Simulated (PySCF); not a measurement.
Zr(OH) (HOZr), SMILES [Zr][OH] (connectivity only; charge and spin as stated), neutral, multiplicity 4. The structure is a stationary point at PBE-D3(BJ)/def2-TZVPD. The multiplicity is an assumed one; other spin states were not compared. The def2 effective core potentials stand for the cores of Zr; spin–orbit coupling is left out.

All values below come from PBE-D3(BJ)/def2-TZVPD (PySCF).

Harmonic wavenumbers (cm⁻¹): 202, 661, 3775. Rotational constants (GHz): 1630, 9.020, 8.971; symmetry number 1.

**Question.** Work out the zero-point energy and the ideal-gas rigid-rotor harmonic-oscillator thermochemistry at 298.15 K and 1 atm.

**Answer.** ZPE = ½ Σ hcν = ½ × 4638 cm⁻¹ = 27.74 kJ/mol. H − E(el) = 39.46 kJ/mol. Entropy in J/(mol K): translation 167.17, rotation 77.15, vibration 10.32, spin 11.53, total 266.17. G − E(el) = -39.90 kJ/mol. Cp = 44.73 J/(mol K).
